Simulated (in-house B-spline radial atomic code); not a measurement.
Configurations of Sc IV (Sc3+), with energies counted from [Ne] 3s2 3p6. Method: non-relativistic wB97X, spin-polarised, spherical fractional occupations, exact exchange averaged over the configuration, point nucleus. Calculated with a radial B-spline atomic code at the basis-set limit. Shells without spins written out take the highest spin.

Occupations are held fixed; configurations that lie above the ionisation limit could autoionise.

```csv
configuration,E - E(ref) (eV),highest orbital,its <r> (bohr)
[Ne] 3s2 3p5 3d1,31.297,3d up,1.303
[Ne] 3s1 3p6 4p1,70.185,4p up,2.942
[He] 2s2 2p5 3s2 3p6 3d1,402.98,3d up,1.205
[He] 2s2 2p5 3s2 3p6 4d1,428.91,4d up,3.613
[He] 2s2 2p5 3s2 3p6 4f1,434.28,4f up,4.436
```

**Question.** Order these further configurations by energy, lowest first.
A. [Ne] 3s2 3p5 4d1
B. [Ne] 3s1 3p6 4s1
C. [Ne] 3s1 3p6 4d1
D. [He] 2s2 2p5 3s2 3p6 4p1
E. [He] 2s2 2p5 3s2 3p6 4s1

**Answer.** A (54.816 eV), B (64.774 eV), C (77.628 eV), E (415.96 eV), D (421.37 eV).

**Question.** How far above the reference does [Ne] 3s2 3p5 4f1 lie?

**Answer.** 59.701 eV; its least bound orbital is 4f up with <r> = 4.405 bohr.
